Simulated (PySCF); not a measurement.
## Name the molecule from its bond curve

A diatomic of charge +1 contains In. Its doublet curve at TPSS in a triple-zeta basis (scalar-relativistic core potentials, PySCF), in eV from the separated fragments:

```csv
R (Å),E (eV)
1.655,-0.082
1.732,-0.810
1.810,-1.199
1.867,-1.338
1.925,-1.384
1.983,-1.366
2.060,-1.275
2.156,-1.104
2.272,-0.873
2.425,-0.590
```

The fit gives ωe = 552 cm⁻¹ and the rotational constant Bₑ = 0.2763 cm⁻¹.

Question: Which atom is the partner?

Answer: The minimum lies at 1.934 Å, so the reduced mass is 16.8576 u Å² cm⁻¹/(Bₑ·Re²) = 16.31 u. With In at 114.90 u the partner weighs about 19.0 u: F. The molecule is InF⁺.

Spin–orbit coupling is left out. The state was picked by a PBE0 search and need not be the measured ground state.
